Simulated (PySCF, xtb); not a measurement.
pivalic acid (C5H10O2), SMILES CC(C)(C)C(=O)O.

GFN2-xTB in xtb at its own geometry gives an orbital gap of 4.85 eV and a dipole moment of 2.01 D.

Geometry: B3LYP-D3(BJ)/def2-SVP. The values are those of a single conformer.

Problem. What does B3LYP/def2-TZVP (PySCF) give? (Estimate from the structure and the level; the computed values follow.)

Solution. gap 7.63 eV (levels -7.67 and -0.05 eV), dipole 1.71 D.
